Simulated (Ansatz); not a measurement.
Input file:

```yaml
crystal:
  periodic: [false, false, false]
  atoms:
    - { symbol: Cl, position_ang: [-1.94176, 1.56939, 1.92128] }
    - { symbol: Sb, position_ang: [-0.8606, -0.1544, 0.5682] }
    - { symbol: Cl, position_ang: [-2.97073, -0.84177, -0.33274] }
    - { symbol: Br, position_ang: [-0.5378, 1.5235, -1.37] }
basis:
  gaussian: { orbitals: def2-mTZVP }
hamiltonian:
  xc: pbe
  dispersion: d4
relax:
  f_tol: 0.015
  max_steps: 40
```

Command:

```bash
$ ansatz run input.yaml --threads 2 --pin off --max-ram 3072MiB --backend cpu --events-out ev --progress --plain --runs-dir out
```

Hardware: 2 threads of Arm Neoverse V2 (shared host).

Question: Roughly how long does this run take, and how much memory?

Answer: 9.7 s, with a peak of 0.17 GiB, for 4 ionic steps.
